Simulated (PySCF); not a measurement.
```csv
wavenumber (cm⁻¹),absorption (km/mol per cm⁻¹)
0,0.020
30,0.024
61,0.029
91,0.036
121,0.045
151,0.060
182,0.083
212,0.124
242,0.202
273,0.386
303,0.967
333,3.407
364,2.704
394,0.792
424,0.338
454,0.184
485,0.115
515,0.079
545,0.058
576,0.045
606,0.036
636,0.030
666,0.025
697,0.022
727,0.019
757,0.017
788,0.016
818,0.015
848,0.014
879,0.014
909,0.014
939,0.013
969,0.014
1000,0.014
1030,0.015
1060,0.015
1091,0.016
1121,0.018
1151,0.020
1181,0.022
1212,0.025
1242,0.030
1272,0.036
1303,0.043
1333,0.055
1363,0.072
1394,0.099
1424,0.146
1454,0.235
1484,0.441
1515,1.068
1545,3.730
1575,3.727
1606,1.067
1636,0.440
1666,0.235
1696,0.145
1727,0.098
1757,0.071
1787,0.054
```

This is the computed harmonic infrared spectrum of singlet BeF₂, Lorentzian lines of 45 cm⁻¹ full width. Computed with B3LYP/[Be def2-TZVP, F def2-TZVP], no relativity, density fitting, PySCF.

Problem. Which bands make it up, and how are they assigned?

Solution. In D∞h symmetry, counting bands above 1 % of the strongest: 346 cm⁻¹ (πu, 313 km/mol); 1560 cm⁻¹ (σu+, 383 km/mol).
